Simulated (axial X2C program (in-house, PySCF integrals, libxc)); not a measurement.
OSnO: properties at the nuclei

Computed with an axial X2C code built on PySCF integrals: two-component X2C with atomic mean-field Coulomb and Gaunt terms, Gaussian nuclei, basis O dyall-av3z, Sn dyall-v3z with contracted cores.

O–Sn–O held linear, with bonds 1.811 and 1.811 Å (near the PBE0 minimum at charge 0 of the determinant lowest at the starting distance; the state shown can have its own minimum elsewhere, held linear; other orders of the atoms were not compared).

Input and command:
```json
{"zs": [8, 50, 8], "q": 0, "bas": ["dyall-av3z", "dyall-v3z", "dyall-av3z"], "r0": [1.87, 1.87], "symm": 1, "scan": ["PBE0", "HF", "LDA"], "levels": ["PBE0", "HF", "r2SCAN"], "nst": 2}
```
```bash
python solin.py task.json out
```

Keys: zs atomic numbers; q charge; bas basis sets; r0 starting distance in Å; symm equal bonds; scan levels of the two-bond scan; levels methods; nst determinants followed.

Determinant lowest in the PBE0 search, Ω = 0 (closed shell), highest spinor 90% O p, 10% Sn d:

```tsv
level	qzz O (a.u.)	qzz Sn (a.u.)
PBE0	1.84	-7.33
HF	2.01	-11.04
r2SCAN	1.78	-6.34
```

qzz is the electric field gradient, eQq0 = 234.96 MHz × Q/barn × qzz. The operators were transformed with the bare-nucleus X2C matrices; with these basis sets, hyperfine constants and field gradients can be off by tens of per cent, and where levels differ in sign neither size nor sign is settled.

(1) With Q(17O) = -0.02558 barn (Q from Pyykkö, Mol. Phys. 2018), turn the PBE0 values of the first state into constants in MHz.

The molecule was held linear; bending was not examined, so a bent shape may lie lower.

Each state is one determinant with collinear spin. The search compared states at one distance, so a state with another bond length can lie lower.

Results:

(1) eQq0(17O) = 234.96 × (-0.02558) × (1.84) = -11.1 MHz.
